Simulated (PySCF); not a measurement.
C2H6Bi, multiplicity 2. Atoms are numbered in the order given.

```xyz
9

Bi     0.0000     0.0000     0.3014
C      1.6520     0.0000    -1.3046
H      2.6389     0.0000    -0.8211
H      1.5427    -0.8980    -1.9298
H      1.5427     0.8980    -1.9298
C     -1.6520     0.0000    -1.3046
H     -1.5427     0.8980    -1.9298
H     -1.5427    -0.8980    -1.9298
H     -2.6389     0.0000    -0.8211
```
Charge 0, spin multiplicity 2.

Coordinates come from a B3LYP-D3(BJ)/def2-SVP optimisation. The spin state was assumed, not searched. The isomer is the one that the SMILES or the coordinates give; other isomers of the formula were not compared. The def2 effective core potentials stand for the cores of Bi; spin–orbit coupling is left out.

All values below come from C-PCM-M06-2X/def2-SVP in PySCF.

The values are the electrostatic part of the solvation free energy, E(continuum) − E(gas) at the gas-phase geometry, in a cavity of scaled van der Waals radii (PySCF's table); cavitation and dispersion terms are not included. A continuum can't describe solvent molecules that bind to the metal. The dipole moment in vacuum is 0.26 D.

Task: Estimate the values in water (ε = 78.36), acetone (ε = 20.49), benzene (ε = 2.27). (The exact figures need the calculation; the answer reports its results.)

Result: 
```
solvent      ε  ΔG(elec) (kcal/mol)  dipole (D)
-------  -----  -------------------  ----------
water    78.36                 -0.7        0.41
acetone  20.49                 -0.7        0.40
benzene   2.27                 -0.4        0.33
```
